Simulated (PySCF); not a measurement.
Molfile (atoms numbered from 1):
```
C7H8Cl2
     RDKit          3D

 17 16  0  0  0  0  0  0  0  0999 V2000
    1.8873    1.2330   -0.1176 C   0  0  0  0  0  0  0  0  0  0  0  0
    1.6416   -0.0424   -0.3943 C   0  0  0  0  0  0  0  0  0  0  0  0
    2.9535   -1.0539   -0.9164 Cl  0  0  0  0  0  0  0  0  0  0  0  0
    0.3275   -0.6849   -0.3190 C   0  0  0  0  0  0  0  0  0  0  0  0
    0.0444   -1.8218   -0.9536 C   0  0  0  0  0  0  0  0  0  0  0  0
   -0.6994   -0.0009    0.5072 C   0  0  0  0  0  0  0  0  0  0  0  0
   -0.5040    0.2624    1.7926 C   0  0  0  0  0  0  0  0  0  0  0  0
   -1.9596    0.3884   -0.1957 C   0  0  0  0  0  0  0  0  0  0  0  0
   -1.5991    1.7348   -1.3331 Cl  0  0  0  0  0  0  0  0  0  0  0  0
    2.8733    1.6518   -0.2097 H   0  0  0  0  0  0  0  0  0  0  0  0
    1.0968    1.8928    0.1906 H   0  0  0  0  0  0  0  0  0  0  0  0
   -0.9261   -2.2812   -0.8812 H   0  0  0  0  0  0  0  0  0  0  0  0
    0.7762   -2.3339   -1.5528 H   0  0  0  0  0  0  0  0  0  0  0  0
    0.4098   -0.0126    2.2899 H   0  0  0  0  0  0  0  0  0  0  0  0
   -1.2557    0.7461    2.3928 H   0  0  0  0  0  0  0  0  0  0  0  0
   -2.7153    0.7548    0.4971 H   0  0  0  0  0  0  0  0  0  0  0  0
   -2.3581   -0.4204   -0.8067 H   0  0  0  0  0  0  0  0  0  0  0  0
  1  2  2  0
  2  3  1  0
  2  4  1  0
  4  5  2  0
  4  6  1  0
  6  7  2  0
  6  8  1  0
  8  9  1  0
  1 10  1  0
  1 11  1  0
  5 12  1  0
  5 13  1  0
  7 14  1  0
  7 15  1  0
  8 16  1  0
  8 17  1  0
M  END
```

Level of theory: σ from GIAO-PBE0/pcSseg-1, GFN2-xTB structure, in PySCF 2.14 (one conformer, rapidly exchanging positions averaged, no relativistic terms, gas phase).

Referencing at the same level of theory: ¹³C (186.93 ppm) vs TMS.

Do the ¹³C shifts follow the atomic charges (in e)? Tabulate both.

Results:


```tsv
atoms	hybridisation	δ (ppm)	σ para (ppm)	Hirshfeld	IAO	Mulliken	ESP-fitted
C6	sp2	154.6	-228	+0.01	+0.01	-0.40	+0.22
C2	sp2	154.6	-220	+0.02	-0.00	-0.25	+0.01
C4	sp2	153.5	-223	-0.01	-0.01	-0.12	+0.10
C7	sp2	128.1	-194	-0.08	-0.30	+0.01	-0.53
C1	sp2	126.5	-194	-0.10	-0.31	+0.02	-0.34
C5	sp2	122.6	-187	-0.10	-0.30	-0.00	-0.45
C8	sp3	58.2	-117	-0.03	-0.23	-0.08	-0.44
```

Correlation coefficients of δ with charge over these carbons: Hirshfeld +0.32, IAO +0.58, Mulliken -0.46, ESP-fitted +0.68; with the paramagnetic shielding -1.00. Among the 6 sp2 carbons alone: Hirshfeld +0.98, IAO +0.99, Mulliken -0.86, ESP-fitted +0.95. With so few points, grouped by hybridisation, these coefficients are fragile. Charge is one influence among several: hybridisation and low-lying excitations act through the paramagnetic term.

Carbons that carry Cl, above all several Cl atoms, come out too deshielded, partly because spin–orbit coupling is missing. Shifts are as computed. Against solution values, carbons near 30 ppm lie about +3 ppm off and those near 130 ppm about +5 ppm; carbons on Cl a further +6 ppm. Of 1211 compounds with measured shifts, 218 miss one by over three times the rms of a fit or turn the order of signals round; such compounds aren't used in these exercises.
